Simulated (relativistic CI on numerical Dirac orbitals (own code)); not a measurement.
## Level scheme of Tl⁶⁷⁺

Calculated at this level of theory: Dirac-Coulomb-Breit CI, separate exchange-only KLI orbitals for each configuration, model QED, unscaled Slater integrals (own radial code, finite nucleus).

CI space (outside the closed core [Ne]): 3s²3p², 3s²3p3d, 3s3p³, 3s²3d², 3p⁴, 3s3p²3d, 3p²3d², 3s3p3d², 3p³3d, 3s²3d4s, 3s²3d4p, 3s3p3d4s, 3s²3p4s, 3p³4s, 3s3p3d4p, 3p³4p, 3s²3p4p, 3p²3d4s, 3s²3p4d, 3s²3p4f, 3s3p²4s, 3p²3d4p, 3s3p²4p, 3s3p²4d, 3s3p²4f, 3s²4s², 3s²3p5s, 3s²3p5p, 3s²4s4p, 3s²3p5d, 3s²3p5f, 3s²3p5g, 3s²4p², 3s3p4s², 3s3p4s4p, 3s3p²5s. Levels of other configurations are missing.

The lowest level is 3s²3p² ³P0, with 68 % of that term; Hund's rules for 3s²3p² give ³P with J = 0, in agreement.

```tsv
No.	Configuration	Term	J	E (eV)	%	Landé g	Lifetime (s)
1	3s²3p²	³P	0	0.00	68		
2	3s²3p²	³P	1	543.03	100	1.485	1.02e-09
3	3s²3p²	¹D	2	553.36	65	1.155	3.84e-08
4	3s3p³(2P°)	³P°	2	739.40	47	1.507	2.73e-11
5	3s3p³(2D°)	³D°	1	769.48	26	1.045	6.63e-13
6	3s²3p3d	³F°	2	789.89	74	0.751	7.33e-11
7	3s²3p3d	³D°	1	842.39	41	0.886	9.71e-14
8	3s²3p3d	³P°	2	936.08	46	1.279	1.90e-12
9	3s²3p3d	³F°	3	937.84	49	1.099	2.76e-12
10	3s3p²(1S)<2S>3d	³D	1	991.82	46	0.450	1.34e-11
11	3s3p²(1S)<2S>3d	³D	2	1000.31	30	1.113	1.39e-11
12	3s²3p²	³P	2	1104.68	64	1.310	2.16e-10
13	3s²3p²	¹S	0	1127.73	67		2.65e-10
14	3s3p²(1S)<2S>3d	³D	3	1132.71	36	1.335	2.50e-12
15	3s3p²(3P)<4P>3d	³F	2	1148.88	27	1.028	2.27e-12
16	3s3p³(2D°)	³D°	2	1270.92	49	1.525	8.81e-13
17	3s3p³(2D°)	³D°	3	1292.63	95	1.308	1.26e-12
18	3s3p³(2P°)	³P°	0	1304.67	84		7.19e-13
19	3s3p³(2D°)	¹D°	2	1320.91	53	1.085	3.53e-13
20	3s3p³(2P°)	³P°	1	1322.22	31	1.262	4.35e-13
21	3s3p³(4S°)	³S°	1	1335.96	30	1.330	1.40e-13
22	3s²3p3d	³F°	3	1375.39	46	1.073	2.11e-13
23	3s²3p3d	³P°	1	1382.96	44	1.116	1.14e-13
24	3s²3p3d	³D°	2	1383.12	37	1.055	9.04e-14
25	3s²3p3d	³P°	0	1383.92	84		1.39e-13
26	3s²3p3d	³F°	4	1471.34	99	1.234	5.34e-10
27	3s²3p3d	³P°	2	1483.17	43	1.218	3.02e-12
28	3s3p²(3P)<4P>3d	⁵F	2	1501.90	29	1.139	1.93e-12
29	3s²3p3d	³D°	3	1507.65	63	1.203	1.07e-12
30	3s3p²(3P)<4P>3d	⁵D	0	1508.36	76		9.37e-12
31	3s3p²(3P)<4P>3d	⁵D	1	1511.38	50	1.117	7.22e-12
32	3s3p²(3P)<4P>3d	⁵F	3	1518.10	42	1.120	6.56e-12
33	3s²3p3d	¹P°	1	1519.88	62	1.070	1.48e-12
34	3p⁴	³P	2	1527.10	34	1.207	3.99e-13
35	3s3p²(1D)<2D>3d	³G	4	1537.98	32	1.145	2.23e-11
36	3p⁴	¹S	0	1542.84	44		3.34e-13
37	3s3p²(3P)<2P>3d	³F	2	1553.28	55	0.906	3.63e-13
38	3s3p²(3P)<4P>3d	³D	3	1561.94	33	1.231	1.99e-13
39	3s3p²(1D)<2D>3d	³P	1	1567.24	28	1.626	1.83e-13
40	3s3p²(1D)<2D>3d	³D	2	1571.08	27	1.348	1.27e-13
41	3s3p²(1D)<2D>3d	³G	3	1571.83	42	0.961	1.83e-13
42	3s3p²(3P)<2P>3d	³D	1	1573.34	46	0.837	1.56e-13
43	3s3p²(3P)<2P>3d	³F	2	1603.28	29	0.960	9.90e-14
44	3s3p²(1D)<2D>3d	³D	1	1603.85	43	0.968	9.01e-14
45	3s3p²(1D)<2D>3d	³P	0	1607.53	49		1.18e-13
46	3s3p²(3P)<4P>3d	⁵D	4	1631.38	46	1.377	4.64e-11
47	3s²3d²	³F	2	1652.95	41	0.852	7.38e-14
48	3s3p²(3P)<4P>3d	³P	2	1656.04	34	1.339	5.49e-13
49	3s3p²(1D)<2D>3d	³G	5	1658.00	61	1.260	3.61e-11
50	3s3p²(3P)<4P>3d	³F	3	1666.89	42	1.281	1.39e-12
51	3s3p²(1D)<2D>3d	³D	3	1679.10	63	1.287	9.30e-13
52	3s3p²(3P)<4P>3d	³P	1	1680.02	37	1.158	1.16e-12
53	3s3p²(1D)<2D>3d	³F	4	1682.91	42	1.166	1.65e-12
54	3s²3d²	³P	0	1683.22	46		6.00e-14
55	3s3p²(1D)<2D>3d	¹D	2	1687.50	35	1.106	4.41e-13
56	3s3p²(3P)<2P>3d	³D	3	1695.39	39	1.187	2.56e-13
57	3s3p²(3P)<2P>3d	³F	4	1698.97	49	1.146	3.92e-13
58	3s3p²(3P)<4P>3d	³D	1	1701.78	37	0.961	5.65e-13
59	3s3p²(1D)<2D>3d	³S	1	1715.85	26	1.300	6.81e-13
60	3s3p²(3P)<2P>3d	¹F	3	1717.44	37	1.090	2.64e-13
61	3s3p²(1D)<2D>3d	³D	2	1717.86	24	1.168	4.72e-13
62	3s3p²(3P)<4P>3d	³P	0	1719.47	46		4.53e-13
63	3s3p²(3P)<2P>3d	³D	2	1728.04	33	1.167	1.54e-13
64	3p³(2P°)3d	³D°	2	1749.49	19	0.882	1.94e-12
65	3s²3d²	³F	3	1764.07	75	1.074	1.12e-13
66	3p³(2P°)3d	³P°	0	1765.69	51		7.78e-13
67	3p³(2P°)3d	³F°	3	1772.52	22	1.043	5.25e-13
68	3p³(2P°)3d	³D°	1	1773.56	31	1.061	4.64e-13
69	3s²3d²	¹G	4	1775.38	62	1.064	1.43e-13
70	3s3p<3P°>3d²(3F)	⁵G°	2	1776.59	43	0.645	4.21e-13
```

Energies count from the lowest computed level; ° marks odd parity; lifetimes are radiative, by E1, M1, E2, M2 decay to levels of this space only. Percentages are summed over parent terms; the parents shown are those of the largest component, closed shells are left out there, and <> holds an intermediate term.

The mean weight of the leading LS term, summed over parents, in these 70 levels is 47 %, and that of the leading jj configuration (from the same eigenvectors) 88 %, so jj coupling describes them better and the LS labels are nominal.

At this charge energies of transitions that change n are usually good to better than 1 %, and those within a shell (Δn = 0) to a few per cent.

LS names give the leading component of a level, which can be under half, so a name can repeat, a term be missing and a line seem to break the LS rules.
